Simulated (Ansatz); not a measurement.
One change: `[O]=[Mo]([F])([F])=[S]` becomes `[O]=[W]([F])([F])=[S]`.

Ansatz, PBE0-D4/def2-TZVP geometries, multiplicity 1. 

Elements past krypton have def2 core potentials.

```csv
property,`[O]=[Mo]([F])([F])=[S]`
"ideal-gas entropy at 298 K and 1 bar (rigid rotor, harmonic PBE0-D4/def2-TZVP) / J/(mol·K)",332
HOMO energy (B3LYP/def2-TZVPP) / eV,-8.24
zero-point energy (PBE0-D4/def2-TZVP) / kJ/mol,25.6
HOMO energy (PBE/def2-TZVPP) / eV,-7.19
size of the dipole moment (B3LYP/def2-TZVPP) / D,0.62
HOMO–LUMO gap (PBE0/def2-TZVPP) / eV,4.91
```

Task: What does the change do to each property? (Best estimate.)

Result: Ansatz gave: 
```tsv
property	`[O]=[W]([F])([F])=[S]`	shift
ideal-gas entropy at 298 K and 1 bar (rigid rotor, harmonic PBE0-D4/def2-TZVP) / J/(mol·K)	339	7
HOMO energy (B3LYP/def2-TZVPP) / eV	-8.09	0.15
zero-point energy (PBE0-D4/def2-TZVP) / kJ/mol	25.1	-0.5
HOMO energy (PBE/def2-TZVPP) / eV	-7.06	0.13
size of the dipole moment (B3LYP/def2-TZVPP) / D	1.20	0.58
HOMO–LUMO gap (PBE0/def2-TZVPP) / eV	5.36	0.45
```

With PBE0 the HOMO rises by 0.15 eV and the LUMO rises by 0.59 eV, so the gap widens by about 0.44 eV. PBE moves the HOMO by 0.13 eV and ωB97M-V by 0.16 eV. Dipoles are sizes alone; their direction can turn.

B3LYP here is the variant with VWN-RPA as its local correlation; programs differ in this.
